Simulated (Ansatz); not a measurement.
`O[SiH](F)[SeH]` + H₂Se → `[SeH][SeH]` + `O[SiH2]F` at 500 K and 1 bar (ligand exchange at the Se–Si bond).

Isolated molecules relaxed with PBE0-D4/def2-TZVP in Ansatz; ΔE leaves out vibrations. CCSD(T)/CBS is the MP2 limit (def2-TZVPP, def2-QZVPP) plus CCSD(T) − MP2 in def2-TZVPP, frozen cores. For Se outer-core shells are correlated without core-valence functions, which leaves a few kJ/mol of doubt a bond. Scalar relativity is left out up to krypton. One conformer a species, not always the lowest.

```json
{"species": "`O[SiH](F)[SeH]`", "CCSD(T)/CBS energy (Eh)": "-2866.70409", "H − E (kJ/mol)": "130.7", "S (J/(mol·K))": "384.7"}
{"species": "H₂Se", "CCSD(T)/CBS energy (Eh)": "-2401.89790", "H − E (kJ/mol)": "53.1", "S (J/(mol·K))": "237.8"}
{"species": "`[SeH][SeH]`", "CCSD(T)/CBS energy (Eh)": "-4802.61264", "H − E (kJ/mol)": "65.8", "S (J/(mol·K))": "307.6"}
{"species": "`O[SiH2]F`", "CCSD(T)/CBS energy (Eh)": "-465.96250", "H − E (kJ/mol)": "118.8", "S (J/(mol·K))": "315.1"}
```

H − E and S are ideal-gas, rigid-rotor, harmonic terms from PBE0-D4/def2-TZVP, for one conformer and one mirror image of each species. 1 Eh = 2625.50 kJ/mol, R = 8.31446 J/(mol·K).

Q: By hand: ΔE, ΔH, ΔS and ΔG.

A: ΔE = (-4802.61264) + (-465.96250) − (-2866.70409) − (-2401.89790) = 0.02685 Eh = 70.5 kJ/mol. Δ(H − E) = 65.8 + 118.8 − 130.7 − 53.1 = 0.8, so ΔH = 71.3 kJ/mol. ΔS = 307.6 + 315.1 − 384.7 − 237.8 = 0.2 J/(mol·K). ΔG = 71.3 − 500 × (0.2)/1000 = 71.2 kJ/mol.

Q: By hand: the equilibrium constant, and the temperature at which ΔG would vanish if ΔH and ΔS stayed fixed.

A: log₁₀ K = −ΔG/(RT ln 10) = -7.4. ΔG = 0 at ΔH/ΔS = 356500 K, far beyond where these terms or the molecules hold.

The number of gas molecules stays the same, so ΔS is small and ΔH decides. A doubt of 5 kJ/mol in ΔE shifts log₁₀ K by 0.5 here. Other conformers and mirror images would add mixing entropy, several J/(mol·K) or more a flexible species. These are equilibria of isolated gas molecules and say nothing of rates. Largest T1 diagnostic: 0.011 (customary marks: 0.02 for closed shells, 0.045 for open ones).
